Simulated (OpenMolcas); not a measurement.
Au6+ among 8 point charges of -1.2 e arranged as a cube (Oh).

```
Program             : OpenMolcas
Method              : CASSCF
Basis               : ANO-RCC-VDZP [7s6p4d2f]
Scalar Hamiltonian  : DKH2, point nucleus
Active space        : 5 electrons in 5 orbitals (5d)
State averaging     : 2S+1 = 6 even, 1 root; 2S+1 = 4 even, 24 roots; 2S+1 = 2 even, 75 roots
Spin-orbit coupling : RASSI with atomic mean-field integrals over the reference wave functions
```

All point charges move together. At R = 2.19 Å |10Dq| is 1918 cm-1, and at R = 2.36 Å it is 1304 cm-1.

Task: A third run gives 3216 cm-1. What distance was it run at?

Result: With a power law R^-n the two known points give n = -ln(1304 / 1918) / ln(2.36 / 2.19) = 5.16. Then R = 2.19 × (1918 / 3216)^(1/5.16) = 1.981 Å. The run was at 1.98 Å, so the estimate is off by +0.001 Å.

Without dynamic correlation the repulsion within the d shell is too large (B by tens of per cent), so at a given field states of lower spin stand too high. Point charges give a weaker field than real ligands, and real ions of this kind are as a rule low spin; the high spin found here belongs to the model. Point charges carry no covalency, so the field is a model and not that of real ligands. No measured value stands beside these numbers.
